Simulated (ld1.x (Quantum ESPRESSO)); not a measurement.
## Before and after: TM semilocal potential for Mn (Z = 25)

| Quantity | Value |
| --- | --- |
| Element | Mn |
| Generator | ld1.x (Quantum ESPRESSO) 7.5 |
| Type | norm-conserving Troullier–Martins (semilocal form) |
| Functional | LDA (PZ) |
| Relativity | scalar-relativistic |
| Frozen core | [Ne] |
| Valence charge | 15 |
| Reference configuration | 3s2 3p6 3d5 4s1 4p0 (charge +1) |
| Partial waves | 3s (bound): rc 0.90 bohr; 3p (bound): rc 1.20 bohr; 3d (bound): rc 1.90 bohr |
| Local potential | the d channel |
| Core correction | none |

Occupied shells without a wave of their own: 4s. They enter only through the test configuration that unscreens the potential.

Change: all radii scaled by about 0.75 (s 0.68, p 0.90, d 1.42 bohr).

Cutoffs: the cutoffs (Ry, on a coarse ladder) from which the occupation-weighted sum of valence levels, in a spherical-Bessel basis at the reference potential, stays within 10 and 1 mRy of its value at 400 Ry; they do not see the model core or the augmentation charge, which bear on the density cutoff. Errors are all-electron minus pseudo energies relative to the spin-unpolarised reference configuration.

Q: Predict the effect on cutoff, ghosts and configuration errors.

A: Of the 9 tests that both files solve, the error grows in 1 and shrinks in 6 by more than 15 % and 0.3 meV (median size 179.4 → 84.1 meV); neither file shows a bound ghost. A semilocal file is local in each channel, so a ghost entry of none says nothing of the separable form that plane-wave codes build from it.

| quantity | base | changed |
| --- | --- | --- |
| cutoff, loose | 160 Ry | 230 Ry |
| cutoff, tight | 300 Ry | over 300 Ry |
| loose cutoff by channel (10 mRy a level) | s 140 Ry, p 50 Ry, d 60 Ry | s 180 Ry, p 80 Ry, d 100 Ry |
| bound ghosts | none | none |
| largest miss of a reference level, eV | 0.09 | 0.07 |
| error for 3s2 3p6 3d5 4s2 4p0, meV [ΔE -8.65 eV] | +71 | +52 |
| error for 3s2 3p6 3d5 4s0 4p0, meV [ΔE 15.88 eV] | -114 | -84 |
| error for 3s2 3p6 3d4 4s0 4p0, meV [ΔE 48.69 eV] | -205 | -145 |
| error for 3s2 3p6 3d4 4s2 4p0, meV [ΔE 4.79 eV] | +179 | +101 |
| error for 3s1 3p6 3d5 4s2 4p0, meV [ΔE 84.40 eV] | -181 | +1.7 |
| error for 3s2 3p6 3d5.5 4s1.5 4p0, meV [ΔE -9.16 eV] | +20 | +20 |
| error for 3s2 3p6 3d5 4s1 4p1, meV [ΔE -4.73 eV] | +22 | +9.6 |
| error for 3s2 3p6 3d5 4s1 4p0 (spin-polarised), meV [ΔE -6.11 eV] | +419 | +519 |
| error for 3s2 3p6 3d5 4s2 4p0 (spin-polarised), meV [ΔE -13.71 eV] | +470 | +533 |

Base: The 4s level has no wave, so the channel is fitted at the deeper level alone: the likely source of the large errors. Changed file: The 4s level has no wave, so the channel is fitted at the deeper level alone: the likely source of the large errors.
